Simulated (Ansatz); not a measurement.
Cost and result for the atomization energy of `[Br][InH][CH]1C=N1` (8 atoms, 8 bonds).

```csv
atom,x (Å),y (Å),z (Å)
Br1,-2.153,-1.559,-1.084
In2,-1.341,0.709,-0.431
C3,0.634,0.477,0.342
C4,1.326,-0.796,0.273
N5,0.859,-0.635,1.412
H6,-2.456,1.964,-0.727
H7,1.239,1.368,0.503
H8,1.893,-1.528,-0.288
```

Charge 0, multiplicity 1. Correlated methods include outer-core shells of Br, In, which these sets cover unevenly. Scalar relativity is left out up to krypton. In: def2 effective core potential. Geometry: relaxed with PBE0-D4/def2-TZVP. It is one conformer, not always the lowest. Program: Ansatz. All runs use 4 threads of an Intel Xeon Platinum 8488C on a shared host. Times are those of one run each, without the atoms' runs, and a repeat can differ threefold. Electronic energies, without spin–orbit coupling; frozen cores. CCSD(T)/CBS adds CCSD(T) − MP2 in def2-TZVPP to the MP2 limit, and its time is that of the two runs behind it. T1 = 0.012; the RHF reference is unstable towards UHF. With those shells the extrapolation isn't a true limit. HSE06 is the plane-wave form, built on full-range PBE exchange.

CCSD(T)/CBS is a level of theory with its own doubt, some kJ/mol a heavy atom from the limit and from the frozen cores, so smaller differences don't rank the functionals.

```csv
level,functions,wall time,atomization (kJ/mol),difference from CCSD(T)/CBS,per bond
revPBE-D4/def2-TZVPP,233,1.4 s,2699.2,10.8,1.4
BLYP-D4/def2-TZVPP,233,1.8 s,2679.4,-9.0,-1.1
PBE-D4/def2-TZVPP (with forces),233,1.9 s,2791.9,103.5,12.9
PBE0-D4/def2-TZVPP,233,2.5 s,2709.3,20.9,2.6
BHLYP-D4/def2-TZVPP,233,2.7 s,2547.4,-141.0,-17.6
HSE06-D4/def2-TZVPP,233,3.2 s,2711.8,23.4,2.9
PBE-QIDH/def2-TZVPP,233,5 s,2673.0,-15.4,-1.9
B97M-V/def2-TZVPP,233,5.5 s,2691.8,3.4,0.4
ωB97X-V/def2-TZVPP,233,6 s,2701.9,13.5,1.7
CCSD(T)/def2-SVP,115,7.5 s,2512.5,-175.9,-22.0
MP2/def2-QZVPP,432,24 s,2727.1,38.7,4.8
CCSD(T)/def2-TZVPP,233,2.3 min,2596.1,-92.3,-11.5
CCSD(T)/CBS(def2),–,2.7 min,2688.4,0.0,0.0
```

From BLYP to BHLYP (50 % exact exchange), in def2-TZVPP and without D4, the atomization energy moves by −118.7 kJ/mol: exact exchange takes away binding that semilocal exchange gives to molecules. At CCSD(T), def2-SVP lies −175.9 kJ/mol from the extrapolated value and def2-TZVPP −92.3 kJ/mol: correlation converges slowly with the basis, and small sets miss more of it in the bonded molecule than in its fragments. In def2-TZVPP, CCSD(T) changes the Hartree–Fock value by +846.2 kJ/mol (the triples alone add +70.7 kJ/mol) and MP2 by +922.8 kJ/mol; breaking electron pairs costs correlation energy, which Hartree–Fock lacks.

Spin–orbit coupling would lower the free In atoms strongly, and the atomization energy with them, by more than many differences here.
